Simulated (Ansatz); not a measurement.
Mulliken charges of CH4AlClO2, SMILES `C[O][Al]([OH])[Cl]` from r2SCAN/def2-TZVPP in Ansatz (PBE0-D4/def2-TZVP geometry).

| atom | x (Å) | y (Å) | z (Å) | charge (e) |
| --- | --- | --- | --- | --- |
| C1 | 0.136 | -1.508 | -0.806 | 0.025 |
| O2 | -0.107 | -0.656 | 0.277 | -0.377 |
| Al3 | -0.073 | 0.991 | 0.530 | 0.691 |
| O4 | -0.456 | 1.583 | 2.056 | -0.412 |
| Cl5 | 0.438 | 2.284 | -1.033 | -0.276 |
| H6 | 0.424 | -0.961 | -1.712 | 0.050 |
| H7 | 0.941 | -2.206 | -0.557 | 0.053 |
| H8 | -0.762 | -2.091 | -1.029 | 0.053 |
| H9 | -0.454 | 2.518 | 2.257 | 0.194 |

Question: By hand: the dipole of these point charges (1 e Å = 4.8032 D).

Answer: Σ q r = (0.003, -0.175, -0.052) e Å, of length 0.183 e Å = 0.88 D.

Question: How does the dipole of the full density compare? (Estimate.)

Answer: The calculation gave: (0.016, 0.030, -0.055) e Å, 0.31 D; the point charges give 2.84 times that, at 101° from its direction.

Point charges leave out the atoms' own dipoles, such as those of lone pairs, and Mulliken's split depends on the basis, so the two needn't agree.
